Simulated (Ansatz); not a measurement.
Job for Ansatz (a first-principles code): R-r2SCAN/def2-TZVPP on C2H6 (SMILES CC).

Ansatz 0.2 input:
```yaml
crystal:
  periodic: [false, false, false]
  atoms:
    - {symbol: C, position_ang: [-0.00000093, -0.00000000, 0.76311204]}
    - {symbol: H, position_ang: [1.01714819, -0.00000000, 1.16014291]}
    - {symbol: H, position_ang: [-0.50857554, 0.88087480, 1.16014692]}
    - {symbol: H, position_ang: [-0.50857554, -0.88087480, 1.16014692]}
    - {symbol: C, position_ang: [0.00000093, 0.00000000, -0.76311204]}
    - {symbol: H, position_ang: [0.50857554, 0.88087480, -1.16014692]}
    - {symbol: H, position_ang: [-1.01714819, -0.00000000, -1.16014291]}
    - {symbol: H, position_ang: [0.50857554, -0.88087480, -1.16014692]}
basis:
  gaussian:
    orbitals: def2-TZVPP
hamiltonian:
  xc: {name: r2SCAN}
scf: {lower_state_search: off}
```

It printed:

```
WARN ansatz: RAYON_NUM_THREADS=4 ignored (pool sized by the plan → 4); use --threads N
Functional definition: r2SCAN
these checks for a lower state are left out or cut short: stability, starts, cluster_reference, orbital_swaps, neighbouring_geometries, increment
integrals: 0.04 GiB planned
714 factors; their error is unknown
mean field: 0.45 GiB planned
mean field evaluation 1: about -2162.4997 eV, gradient 6.2e1 eV
mean field evaluation 2: about -2155.4586 eV, gradient 7.8e1 eV
mean field evaluation 4: about -2171.4930 eV, gradient 1.0e0 eV
mean field evaluation 8: about -2171.4738 eV, gradient 5.3e-1 eV
mean field evaluation 16: about -2171.4742 eV, gradient 2.9e-6 eV
mean field -2171.47418452 eV, -79.8002044029 hartree, gradient 2.7e-6 eV, S^2 0.000000; 0 other end points of the search recorded, 0 dependent functions left out
reference -2171.47419449 eV, -79.8002047693 hartree; 9, 9 occupied and 137, 137 virtual orbitals, 714 factors
Total energy: -2171.47419449 eV, -79.8002047693 hartree
Checks for a lower state left out: stability, starts, cluster_reference, orbital_swaps, neighbouring_geometries, increment
```

The calculation finished and met its thresholds.

Cost: about 1.6 core-seconds (a rough figure).
